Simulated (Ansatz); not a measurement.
Consider the formal exchange of groups at a C–I bond: `O/C=C\I` + SiH₄ → `O/C=C/[SiH3]` + HI.

Gas-phase electronic energies from Ansatz, PBE0-D4/def2-TZVP geometries. CCSD(T)/CBS is the MP2 limit (def2-TZVPP, def2-QZVPP) plus CCSD(T) − MP2 in def2-TZVPP, frozen cores. This one scheme is used for every species. Double bonds are as drawn, so ΔE can hold a change between cis and trans. DFT in def2-TZVPP. Elements past krypton have def2 core potentials. For I outer-core shells are correlated without core-valence functions, which leaves a few kJ/mol of doubt a bond. One conformer a species, not always the lowest.

```tsv
level	ΔE (kJ/mol)	difference from CCSD(T)/CBS
LDA (SPW92)	-40.5	0.0
PBE0-D4	-44.1	-3.6
CAM-B3LYP-D4	-47.4	-6.9
r2SCAN	-44.7	-4.2
BHLYP	-50.4	-9.9
CAM-B3LYP	-48.4	-7.9
RPA@PBE/def2-TZVPP	-41.1	-0.6
CCSD/def2-SVP	-52.5	-12.0
MP2/def2-QZVPP	-37.2	3.3
HF/CBS(def2)	-55.9	-15.4
CCSD(T)/CBS	-40.5	0
```

Largest T1 diagnostic among the species: 0.013.

From r2SCAN to r2SCAN0 (25 % exact exchange), in def2-TZVPP and without D4, ΔE moves by −3.2 kJ/mol. At CCSD(T), def2-SVP lies −9.6 kJ/mol from the extrapolated value and def2-TZVPP −2.8 kJ/mol. In def2-TZVPP, CCSD(T) changes the Hartree–Fock value by +13.2 kJ/mol (the triples alone add +3.6 kJ/mol) and MP2 by +17.5 kJ/mol.
